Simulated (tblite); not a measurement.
Q: Write Cartesian coordinates for `C#C[P@](=O)(CC)C[SiH3]` as optimised with GFN2-xTB.

A: 
```
atom  x, y, z in Å
C1    -1.4420    2.9192   -0.6994
C2    -0.7956    1.9069   -0.7086
P3     0.2124    0.4407   -0.8081
O4     0.9415    0.3147   -2.0747
C5    -1.0116   -0.9006   -0.5434
C6    -1.7396   -0.8447    0.7880
C7     1.2774    0.5746    0.6613
Si8    2.2926   -1.0218    0.8463
H9    -2.0177    3.7992   -0.6799
H10   -1.7146   -0.8104   -1.3783
H11   -0.4751   -1.8451   -0.6722
H12   -1.0603   -1.0546    1.6116
H13   -2.1747    0.1415    0.9411
H14   -2.5399   -1.5823    0.8110
H15    1.9378    1.4215    0.4678
H16    0.6777    0.8016    1.5400
H17    2.9700   -1.3560   -0.4000
H18    1.3959   -2.1128    1.2490
H19    3.2560   -0.7820    1.9239
```

Any rigid rotation of these coordinates is as good. Atoms count from 1 in this order. The C–P distances run from 1.782 Å (C2–P3, drawn single) to 1.835 Å (P3–C5, drawn single), a spread of 0.053 Å. P3 (phosphoryl phosphorus) is distorted tetrahedral (angles from 102.5° to 114.4°). Si8 (SiH3 silicon) is tetrahedral (angles from 106.6° to 111.2°). Of the pairs four or more bonds apart, C2···H13 is among the closest relative to their van der Waals radii: 2.78 Å, 96 % of the sum of Bondi's values.

Bonds between heavy atoms (Å): C1≡C2 1.201, C2–P3 1.782, P3=O4 1.467, P3–C5 1.835, C5–C6 1.518, P3–C7 1.820, C7–Si8 1.901.

Computed geometry: GFN2-xTB, gas phase.

Point group: C1 (no symmetry element, even within 0.4 Å). Its GFN2-xTB frequencies are all real (lowest 59 cm⁻¹). One conformer, not necessarily the lowest (C2–P3–C5–C6 -60°, C2–P3–C7–Si8 173°).
